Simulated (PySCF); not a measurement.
**Diatomic cations of H with group 14**

CCSD(T) with triple-zeta basis sets in PySCF, for the lowest determinant that a PBE0 search found; no spin–orbit coupling. De refers to high-spin ground-configuration atoms (the charge goes to the atom of lower measured ionisation energy or higher electron affinity, which is not always the lowest computed limit).

| M | basis | reference, frozen orbitals | charged atom | state (unpaired electrons) | Re (Å) | ωe (cm⁻¹) | De (eV) |
| --- | --- | --- | --- | --- | --- | --- | --- |
| C | def2-TZVPPD | RHF, 1 | C+ | singlet (closed shell) | 1.131 | 2848 | 4.18 |
| Si | def2-TZVPPD | RHF, 5 | Si+ | singlet (closed shell) | 1.507 | 2161 | 3.37 |
| Sn | def2-TZVPPD | RHF, 4 | Sn+ | singlet (closed shell) | 1.747 | 1846 | 2.81 |

Q: The row for M = Ge is missing. Estimate Re, ωe and De as the mean of the rows for Si and Sn, and compare with the calculation.

A: The means are 1.627 Å, 2004 cm⁻¹ and 3.09 eV. RHF-CCSD(T) in def2-TZVPPD gives GeH⁺ as a singlet (closed shell) with Re = 1.576 Å, ωe = 2025 cm⁻¹, De = 3.14 eV, so the estimate is off by +5.1 pm, -1 % and -0.05 eV.

Correlated steps freeze the inner cores (1 to 9 orbitals); shallow outer-core shells are correlated. These are scalar-relativistic numbers at best; spin–orbit coupling would shift them, the dissociation energy most. For an ion De counts to the pair picked by the measured ionisation energies or electron affinities, which need not be the lowest pair at this level. Where the molecule has an RHF reference, its open-shell atoms are computed with UHF.
